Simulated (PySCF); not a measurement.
C₆ coefficients of unlike pairs at UHF

Calculated with PySCF 2.14 from the dipole response of each species, C₆(A,B) = (3/π) ∫ α_A(iu) α_B(iu) du, in atomic units, from isotropic polarisabilities. For ions this is the dispersion term alone; charge-induced terms of lower order in 1/R come first.

| species | configuration | basis | relativity | α (bohr³) | C₆ (like pair) |
| --- | --- | --- | --- | --- | --- |
| Tc⁺ | [Kr] 4d5 5s1 (7S) | dyall-av2z (22s15p11d2f) | none | 53.20 | 400.7 |
| In²⁺ | [Kr] 4d10 5s1 (2S) | def2-QZVPPD with the def2 core potential (28 electrons) (8s6p5d4f1g) | core potential | 17.52 | 82.21 |
| Co | [Ar] 3d7 4s2 (4F) | aug-cc-pVDZ-DK (7s6p4d2f) | spin-free X2C | 70.08 | 634.5 |
| Ge⁺ | [Ar] 3d10 4s2 4p1 (2P) | def2-QZVPPD (12s7p5d4f1g) | none | 20.52 | 123.1 |

Estimate C₆ for Co with In²⁺.

The integral gives 212.8. The combination rule 2 C_A C_B / (C_A α_B/α_A + C_B α_A/α_B) gives 214.0 and the geometric mean 228.4.

No spin-orbit coupling is included.

The other pairs:

```csv
pair,C₆
"In²⁺, Tc⁺",175.0
"Ge⁺, In²⁺",99.58
"Ge⁺, Tc⁺",214.1
"Co, Tc⁺",500.8
"Ge⁺, Co",262.4
```
